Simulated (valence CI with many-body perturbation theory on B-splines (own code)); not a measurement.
## Ba7+: calculated level list

Computed by relativistic CI+MBPT: three valence electrons over a frozen Dirac-Fock core [Kr] 4d10, radial functions for each j: 7 s, 7 p, 7 d, 7 f, 4 g, 2 h, with the one-electron correlation potential Σ1 (screened to all orders), the two-electron term Σ2, the three-electron term Σ3, Breit, model QED; selected single and double excitations, second order for the rest, scaled by the run's own slope (own B-spline code, finite nucleus).

Set against measurement, 62 paired levels are off by 1061 cm⁻¹ on average, the worst by 3801. These come from a selection out of Sansonetti and Curry, J. Phys. Chem. Ref. Data 39, 043103 (2010). Levels without a partner in it may be off by more, other configurations by several thousand cm⁻¹. 7 measured levels below the end of the list, from 249919 cm⁻¹ on, found no clear computed partner, and computed levels of the same name lie up to 8910 cm⁻¹ from them.

Levels 91 to 135 of 222, with energies above the lowest level, 5s2.5p 2P°_1/2. "Leading %" is the weight of the configuration and term that name the level; weights of strongly mixed levels are sums over their largest components and can fall short. In the jj column 3d3/2^4 stands for four electrons in 3d with j = 3/2. Lifetimes count E1, E2, E3, M1 and M2 decay at the calculated energies, and are blank where another channel may lead or the interval is too uncertain; long ones can be off by a factor of two.

```
No.  Configuration  Term     J  E (cm⁻¹)  Leading %                Leading jj  Lifetime
 91         4f2.5s    2F   7/2    411220         98         4f7/2^2 5s (52 %)   66.0 ns
 92         4f.5p2   4G°  11/2    411650         59  4f7/2 5p1/2 5p3/2 (87 %)    186 ps
 93         4f.5p2   2F°   7/2    412060         62  4f7/2 5p1/2 5p3/2 (71 %)    249 ps
 94         4f.5p2   4F°   3/2    412090         61  4f5/2 5p1/2 5p3/2 (90 %)    100 ps
 95         4f2.5s    2D   5/2    413690         79     4f5/2 4f7/2 5s (49 %)   4.66 ns
 96         4f2.5s    2D   3/2    413820         92         4f7/2^2 5s (38 %)   3.70 ns
 97         4f.5p2   2F°   5/2    414250         42  4f5/2 5p1/2 5p3/2 (46 %)   72.8 ps
 98         4f2.5s    4P   1/2    414790         99         4f5/2^2 5s (41 %)    291 ns
 99         4f2.5s    4P   3/2    415060         94     4f5/2 4f7/2 5s (83 %)   54.6 ns
100         4f2.5s    4P   5/2    415560         82         4f7/2^2 5s (73 %)   21.3 ns
101         4f.5p2   2H°   9/2    416740         50  4f5/2 5p1/2 5p3/2 (46 %)    320 ps
102         4f.5p2   4D°   3/2    417130         51  4f5/2 5p1/2 5p3/2 (34 %)   71.4 ps
103         4f2.5s    2I  13/2    417450         99     4f5/2 4f7/2 5s (84 %)          
104         4f2.5s    2I  11/2    417480         99     4f5/2 4f7/2 5s (82 %)          
105         4f.5p2   4D°   1/2    418450         78  4f5/2 5p1/2 5p3/2 (48 %)   73.8 ps
106         4f.5p2   2G°   7/2    420700         66  4f5/2 5p1/2 5p3/2 (55 %)    139 ps
107         4f2.5s    2P   1/2    425790         98     4f5/2 4f7/2 5s (66 %)   11.0 ns
108         4f2.5s    2P   3/2    426160         98     4f5/2 4f7/2 5s (58 %)   11.5 ns
109         4f.5p2   2D°   3/2    427680         41  4f7/2 5p1/2 5p3/2 (40 %)   53.2 ps
110         4f.5p2   2F°   5/2    427750         36  4f7/2 5p1/2 5p3/2 (59 %)   71.6 ps
111         4f.5p2   4F°   7/2    431900         49      4f5/2 5p3/2^2 (55 %)    118 ps
112         4f.5p2   2H°  11/2    432220         50      4f7/2 5p3/2^2 (85 %)    208 ps
113         4f.5p2   4F°   9/2    432460         67      4f7/2 5p3/2^2 (83 %)    116 ps
114         4f.5p2   2F°   5/2    432870         30      4f5/2 5p3/2^2 (70 %)    109 ps
115         4f.5p2   2D°   3/2    434090         46      4f5/2 5p3/2^2 (56 %)    132 ps
116         4f.5p2   2G°   9/2    435860         56      4f5/2 5p3/2^2 (82 %)    160 ps
117         4f2.5s    2S   1/2    442100         95         4f7/2^2 5s (60 %)   2.48 ns
118         5s2.5f   2F°   5/2    442950         83         5s^2 5f5/2 (83 %)   27.4 ps
119         5s2.5f   2F°   7/2    443150         84         5s^2 5f7/2 (84 %)   28.6 ps
120         4f.5p2   2P°   1/2    443290         56      4f5/2 5p3/2^2 (54 %)    102 ps
121       5s.5p.6s   4P°   1/2    443420         89        5s 5p1/2 6s (91 %)   41.9 ps
122         4f.5p2   2P°   3/2    445470         50      4f7/2 5p3/2^2 (51 %)   92.3 ps
123         4f.5p2   2D°   5/2    446760         37      4f7/2 5p3/2^2 (66 %)   70.4 ps
124         4f.5p2   2F°   7/2    447670         69      4f7/2 5p3/2^2 (47 %)   87.8 ps
125       5s.5p.6s   4P°   3/2    448940         85        5s 5p1/2 6s (81 %)   38.1 ps
126       5s.5p.6s   2P°   1/2    456610         92        5s 5p1/2 6s (84 %)   33.0 ps
127         4f.5p2   2F°   7/2    463610         82      4f7/2 5p3/2^2 (84 %)    104 ps
128         4f.5p2   2F°   5/2    463670         86      4f5/2 5p3/2^2 (84 %)    103 ps
129       5s.5p.6s   4P°   5/2    466880         96        5s 5p3/2 6s (96 %)   43.2 ps
130       4f.5s.5d   4F°   3/2    469640         96     4f5/2 5s 5d3/2 (67 %)   51.7 ps
131       4f.5s.5d   4F°   5/2    470160         91     4f5/2 5s 5d3/2 (41 %)   51.8 ps
132       4f.5s.5d   4H°   7/2    470380         90     4f5/2 5s 5d3/2 (95 %)   52.3 ps
133       4f.5s.5d   4F°   7/2    470850         84     4f7/2 5s 5d3/2 (62 %)   52.1 ps
134       4f.5s.5d   4F°   9/2    471490         60     4f7/2 5s 5d3/2 (37 %)   53.1 ps
135       4f.5s.5d   4H°   9/2    471730         73     4f7/2 5s 5d3/2 (50 %)   53.6 ps
```

Names give the largest LS component (configuration and term), which can be under half, so a name can repeat, a term be missing and a line seem to break the LS rules; names also repeat where a configuration has a term twice.

Where two levels of one J and parity lie close, their mixing, g and order are uncertain.
